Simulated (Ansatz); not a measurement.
Cost and result for the atomization energy of `[CH3][In]([CH3])[C](C)(C)C` (22 atoms, 21 bonds).

```
atom    x (Å)    y (Å)    z (Å)
  C1  -2.1928  -1.0416   1.6702
 In2  -0.4047  -1.0474   0.4471
  C3   0.6209  -2.8835  -0.0727
  C4   0.3613   0.8665  -0.3321
  C5   0.0375   1.9981   0.6326
  C6  -0.3313   1.1258  -1.6657
  C7   1.8651   0.7873  -0.5514
  H8  -2.4622  -2.0460   1.9987
  H9  -3.0295  -0.6225   1.1055
 H10  -2.0437  -0.4112   2.5500
 H11   1.6624  -2.8370   0.2541
 H12   0.1479  -3.7543   0.3824
 H13   0.6241  -3.0144  -1.1577
 H14   0.5295   1.8695   1.6018
 H15   0.3799   2.9618   0.2243
 H16  -1.0370   2.0881   0.8172
 H17   0.0175   2.0765  -2.0986
 H18  -1.4184   1.2050  -1.5620
 H19  -0.1193   0.3453  -2.4039
 H20   2.2416   1.7285  -0.9814
 H21   2.1398  -0.0165  -1.2408
 H22   2.4114   0.6221   0.3825
```

Total charge 0; spin multiplicity 1. Correlated methods include outer-core shells of In, which these sets cover unevenly. In takes the def2 core potential. The structure was optimised at the PBE0-D4/def2-TZVP level. Program: Ansatz. All runs use 2 threads of an AMD EPYC 7R13 on a shared host and a share of an NVIDIA H100 80 GB. Times are those of one run each, without the atoms' runs, and a repeat can differ threefold. Electronic energies, without spin–orbit coupling; frozen cores. CCSD(T)/CBS adds CCSD(T) − MP2 in def2-TZVPP to the MP2 limit, and its time is that of the two runs behind it. T1 = 0.011. With those shells the extrapolation isn't a true limit.

CCSD(T)/CBS is a level of theory with its own doubt, some kJ/mol a heavy atom from the limit and from the frozen cores, so smaller differences don't rank the functionals.

| level | functions | wall time |
| --- | --- | --- |
| CCSD(T)/def2-SVP | 185 | 2.7 s |
| LDA (SPW92)/def2-TZVPP | 446 | 3 s |
| CAM-B3LYP-D4/def2-TZVPP | 446 | 3.2 s |
| revPBE-D4/def2-TZVPP | 446 | 3.3 s |
| BLYP-D4/def2-TZVPP | 446 | 3.4 s |
| PBE-QIDH/def2-TZVPP | 446 | 3.6 s |
| B2PLYP/def2-TZVPP | 446 | 4 s |
| ωB97X-V/def2-TZVPP | 446 | 4.8 s |
| ωB97M-V/def2-TZVPP (with forces) | 446 | 5 s |
| r2SCAN-D4/def2-TZVPP (with forces) | 446 | 5.5 s |
| MP2/def2-QZVPP | 874 | 12 s |
| CCSD(T)/def2-TZVPP | 446 | 43 s |
| CCSD(T)/CBS(def2) | – | 55 s |

Question: What atomization energy does each give, and how far from CCSD(T)/CBS? (Best estimate.)

Answer: Ansatz gave: 
```
                             level  atomization (kJ/mol)  difference from CCSD(T)/CBS  per bond
                  CCSD(T)/def2-SVP                7849.8                       -343.6     -16.4
            LDA (SPW92)/def2-TZVPP                9224.8                       1031.4      49.1
           CAM-B3LYP-D4/def2-TZVPP                8200.2                          6.8       0.3
              revPBE-D4/def2-TZVPP                8117.6                        -75.8      -3.6
                BLYP-D4/def2-TZVPP                8103.4                        -90.0      -4.3
               PBE-QIDH/def2-TZVPP                8165.8                        -27.6      -1.3
                 B2PLYP/def2-TZVPP                8083.2                       -110.2      -5.2
                ωB97X-V/def2-TZVPP                8186.7                         -6.7      -0.3
  ωB97M-V/def2-TZVPP (with forces)                8193.3                         -0.1       0.0
r2SCAN-D4/def2-TZVPP (with forces)                8187.8                         -5.6      -0.3
                    MP2/def2-QZVPP                8176.5                        -16.9      -0.8
                CCSD(T)/def2-TZVPP                8025.8                       -167.6      -8.0
                 CCSD(T)/CBS(def2)                8193.4                          0.0       0.0
```

Leaving LDA and LC-ωPBE aside and taking each functional with its dispersion term where it has one, the values, not all of them listed here, spread over 279.3 kJ/mol, from BHLYP-D4 to PBE-D4. LDA lies +988.1 kJ/mol from PBE without D4, its usual overbinding. In def2-TZVPP, CCSD(T) changes the Hartree–Fock value by +1871.3 kJ/mol (the triples alone add +98.3 kJ/mol) and MP2 by +1923.6 kJ/mol; breaking electron pairs costs correlation energy, which Hartree–Fock lacks. From BLYP to BHLYP (50 % exact exchange), in def2-TZVPP and without D4, the atomization energy moves by −54.6 kJ/mol: exact exchange takes away binding that semilocal exchange gives to molecules.

Spin–orbit coupling would lower the free In atoms strongly, and the atomization energy with them, by more than many differences here.
